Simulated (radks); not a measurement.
The numbers below are computed, except where a source is named.
Problem. These are the eigenvalues of the occupied orbitals of an atom or ion with whole-number occupations (eV). Code: a radial shooting solver on a logarithmic mesh with Libxc functionals. Model: scalar-relativistic Kohn-Sham, LDA (Slater exchange, VWN5 correlation), spin-polarised, spherical densities, finite nucleus; Fermi nuclear charge, rms radius of each element as measured or else 0.836 A^(1/3) + 0.57 fm.

| orbital | eigenvalue |
|---|---|
| 1s up | -27477.54 |
| 1s down | -27474.97 |
| 2s up | -5776.557 |
| 2s down | -5773.706 |
| 2p up | -5420.285 |
| 2p down | -5417.766 |
| 3s up | -2346.036 |

Which element is it, and in what charge state? The configuration may be excited. Open shells, if any, are filled with parallel spins first.

Solution. Z = 47, silver, charge +36: Ag36+ in [Ne] 3s1. The list shows which subshells hold electrons but not how many an open one holds; the 1s level, -1009.8 hartree, gives Z - s = 44.9 by -(Z - s)^2/2, which with screening and relativity narrows Z to a few neighbours, and the depths of the outer levels then fix element, charge and occupations together.
